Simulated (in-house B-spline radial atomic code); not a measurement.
Computed with a B-spline radial atomic code. Model: two electrons, singlet ground state, non-relativistic, full CI in B-splines with partial waves to l = 8 (at full coupling up to 3e-4 hartree above the limit, correlation up to 0.6 % small), density held at that of full coupling by Lieb maximisation.

W(λ) is the mean repulsion in the state of coupling λ less the Hartree energy of the fixed density. Its start is exact exchange, its initial slope is twice the second-order Görling-Levy correlation energy, and its area from 0 to 1 is E_xc. A straight curve means weak, dynamic correlation, and a curve that drops fast and flattens means strong correlation.

Command:
```bash
python run_ac.py task.json out
```
Settings (lengths in bohr, energies in hartree):
```
potential              yukawa
strength               1.58
lmax                   8
second                 0.277
```

Run time, properties included: 59 s on 1 thread of Intel(R) Xeon(R) Processor @ 2.30GHz, with other jobs on the host.

**W = mean repulsion less Hartree energy, and W of three functionals.**

Given: confinement screened point charge; nuclear charge 1.58; screening of the nucleus 0.277 1/bohr; external potential -Z exp(-k r)/r.

Computed: PBE exchange minus exact -0.50324 millihartree; SCAN exchange minus exact -8.6053 millihartree.

```json
{"coupling": "0", "W xc (hartree)": "-0.71557", "W xc minus exchange (millihartree)": "0", "kinetic minus Kohn-Sham (millihartree)": "0", "LDA (PW92) W minus its exchange (millihartree)": "0", "PBE W minus its exchange (millihartree)": "0", "SCAN W minus its exchange (millihartree)": "0"}
{"coupling": "0.02", "W xc (hartree)": "-0.71761", "W xc minus exchange (millihartree)": "-2.048", "kinetic minus Kohn-Sham (millihartree)": "0.02", "LDA (PW92) W minus its exchange (millihartree)": "-10.95", "PBE W minus its exchange (millihartree)": "-1.62", "SCAN W minus its exchange (millihartree)": "-1.79"}
{"coupling": "0.05", "W xc (hartree)": "-0.72063", "W xc minus exchange (millihartree)": "-5.069", "kinetic minus Kohn-Sham (millihartree)": "0.13", "LDA (PW92) W minus its exchange (millihartree)": "-22.05", "PBE W minus its exchange (millihartree)": "-4.1", "SCAN W minus its exchange (millihartree)": "-4.39"}
{"coupling": "0.12", "W xc (hartree)": "-0.72745", "W xc minus exchange (millihartree)": "-11.886", "kinetic minus Kohn-Sham (millihartree)": "0.7", "LDA (PW92) W minus its exchange (millihartree)": "-41.4", "PBE W minus its exchange (millihartree)": "-9.89", "SCAN W minus its exchange (millihartree)": "-10.18"}
{"coupling": "0.25", "W xc (hartree)": "-0.73932", "W xc minus exchange (millihartree)": "-23.749", "kinetic minus Kohn-Sham (millihartree)": "2.89", "LDA (PW92) W minus its exchange (millihartree)": "-67.67", "PBE W minus its exchange (millihartree)": "-20.38", "SCAN W minus its exchange (millihartree)": "-20.08"}
{"coupling": "0.4", "W xc (hartree)": "-0.75184", "W xc minus exchange (millihartree)": "-36.274", "kinetic minus Kohn-Sham (millihartree)": "6.94", "LDA (PW92) W minus its exchange (millihartree)": "-90.77", "PBE W minus its exchange (millihartree)": "-31.81", "SCAN W minus its exchange (millihartree)": "-30.45"}
{"coupling": "0.6", "W xc (hartree)": "-0.76685", "W xc minus exchange (millihartree)": "-51.284", "kinetic minus Kohn-Sham (millihartree)": "14.42", "LDA (PW92) W minus its exchange (millihartree)": "-115.18", "PBE W minus its exchange (millihartree)": "-45.86", "SCAN W minus its exchange (millihartree)": "-42.88"}
{"coupling": "0.8", "W xc (hartree)": "-0.7802", "W xc minus exchange (millihartree)": "-64.638", "kinetic minus Kohn-Sham (millihartree)": "23.74", "LDA (PW92) W minus its exchange (millihartree)": "-135.09", "PBE W minus its exchange (millihartree)": "-58.65", "SCAN W minus its exchange (millihartree)": "-54"}
{"coupling": "1", "W xc (hartree)": "-0.79214", "W xc minus exchange (millihartree)": "-76.579", "kinetic minus Kohn-Sham (millihartree)": "34.47", "LDA (PW92) W minus its exchange (millihartree)": "-151.97", "PBE W minus its exchange (millihartree)": "-70.3", "SCAN W minus its exchange (millihartree)": "-64.06"}
{"coupling": "1.4", "W xc (hartree)": "-0.81257", "W xc minus exchange (millihartree)": "-97", "kinetic minus Kohn-Sham (millihartree)": "58.83", "LDA (PW92) W minus its exchange (millihartree)": "-179.6", "PBE W minus its exchange (millihartree)": "-90.77", "SCAN W minus its exchange (millihartree)": "-81.62"}
{"coupling": "2", "W xc (hartree)": "?", "W xc minus exchange (millihartree)": "?", "kinetic minus Kohn-Sham (millihartree)": "?", "LDA (PW92) W minus its exchange (millihartree)": "?", "PBE W minus its exchange (millihartree)": "?", "SCAN W minus its exchange (millihartree)": "?"}
{"coupling": "3", "W xc (hartree)": "?", "W xc minus exchange (millihartree)": "?", "kinetic minus Kohn-Sham (millihartree)": "?", "LDA (PW92) W minus its exchange (millihartree)": "?", "PBE W minus its exchange (millihartree)": "?", "SCAN W minus its exchange (millihartree)": "?"}
{"coupling": "4.5", "W xc (hartree)": "-0.89357", "W xc minus exchange (millihartree)": "-178.01", "kinetic minus Kohn-Sham (millihartree)": "274.31", "LDA (PW92) W minus its exchange (millihartree)": "-287.48", "PBE W minus its exchange (millihartree)": "-182.19", "SCAN W minus its exchange (millihartree)": "-158.51"}
```

(1) What belongs in the row 2?

(2) What belongs in the row 3?

(3) What is the LDA exchange minus exact?

**Energy parts, natural occupations and partial-wave weights.**

Computed: total energy -0.9217 hartree; exchange energy -0.71557 hartree; correlation energy -0.042113 hartree; kinetic part of the DFT correlation energy 0.034466 hartree; kinetic part over minus potential part 0.45007; Hartree energy 1.4311 hartree; Kohn-Sham kinetic 1.5046 hartree.

| natural | occupation of the shell (electrons) |
| --- | --- |
| s | 1.9662 |
| s | 0.020384 |
| p | 0.012103 |
| d | ? |
| p | 0.00037312 |
| s | 0.00026469 |

(4) What belongs in the row d?

| wave | weight |
| --- | --- |
| s | 0.99345 |
| p | 0.0062552 |
| d | 0.00025183 |
| f | ? |
| g | 7.406e-06 |

(5) What belongs in the row f?

(6) What is the initial slope twice GL2?

(7) What is the Lieb Oxford ratio E_xc over LDA exchange?

Results:

(1) W xc (hartree): -0.83667; W xc minus exchange (millihartree): -121.1; kinetic minus Kohn-Sham (millihartree): 99.47; LDA (PW92) W minus its exchange (millihartree): -211.23; PBE W minus its exchange (millihartree): -115.98; SCAN W minus its exchange (millihartree): -103.12.

(2) W xc (hartree): -0.86546; W xc minus exchange (millihartree): -149.89; kinetic minus Kohn-Sham (millihartree): 170.51; LDA (PW92) W minus its exchange (millihartree): -249.07; PBE W minus its exchange (millihartree): -148.06; SCAN W minus its exchange (millihartree): -130.24.

(3) 94.245 millihartree.

(4) occupation of the shell (electrons): 0.00044996.

(5) weight: 3.3049e-05.

(6) -0.10308 hartree.

(7) 1.2195.

Half-way to full coupling W has made 57 % of its drop, against 50 % for a straight line, and second-order (GL2) theory, half the initial slope, overshoots the correlation energy by about 22 %: a moderate bend, as in light atoms. Over couplings 0 to 1 the errors in E_xc come to about +40 millihartree for LDA, +3.9 millihartree for PBE, -1.8 millihartree for SCAN, so SCAN is nearest. In LDA and PBE and SCAN the errors of exchange and correlation have opposite signs, so the sum is smaller than the larger of the two.
